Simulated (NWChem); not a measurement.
System: BH2SeOCl; SMILES OB(Cl)[SeH]

```xyz
6

B      0.4760     0.5642     0.0000
Cl    -0.6540     1.9323     0.0000
O      1.8057     0.7645     0.0000
H      2.0495     1.6979     0.0000
Se    -0.2642    -1.2310     0.0000
H      1.0572    -1.8774     0.0000
```
Atoms are numbered in this order, from 1.

Level: PBE0/def2-SVP (NWChem), optimised geometry, unscaled harmonic frequencies. This build's default masses of Se (78.918 u) and Br (79.917 u) are each other's, which moves their modes by up to 0.6 %.

```json
[
 {"frequency (cm⁻¹)": "190", "IR intensity (km/mol)": "0.1"},
 {"frequency (cm⁻¹)": "308", "IR intensity (km/mol)": "7.9"},
 {"frequency (cm⁻¹)": "326", "IR intensity (km/mol)": "16.5"},
 {"frequency (cm⁻¹)": "453", "IR intensity (km/mol)": "10.4"},
 {"frequency (cm⁻¹)": "491", "IR intensity (km/mol)": "15.9"},
 {"frequency (cm⁻¹)": "552", "IR intensity (km/mol)": "116.2"},
 {"frequency (cm⁻¹)": "715", "IR intensity (km/mol)": "21.6"},
 {"frequency (cm⁻¹)": "841", "IR intensity (km/mol)": "201.1"},
 {"frequency (cm⁻¹)": "1109", "IR intensity (km/mol)": "305.1"},
 {"frequency (cm⁻¹)": "1381", "IR intensity (km/mol)": "270.9"},
 {"frequency (cm⁻¹)": "2461", "IR intensity (km/mol)": "7.3"},
 {"frequency (cm⁻¹)": "3882", "IR intensity (km/mol)": "124.8"}
]
```

- zero-point energy = 18.2 kcal/mol
- thermal correction to the enthalpy at 298.15 K (with zero-point energy) = 21.9 kcal/mol
- heat capacity Cv = 16.6 cal/(mol K)
- entropy at 298.15 K and 1 atm (symmetry number 1) = 75.5 cal/(mol K)
- dipole moment = 1.82 D

Rigid rotor and harmonic oscillator.
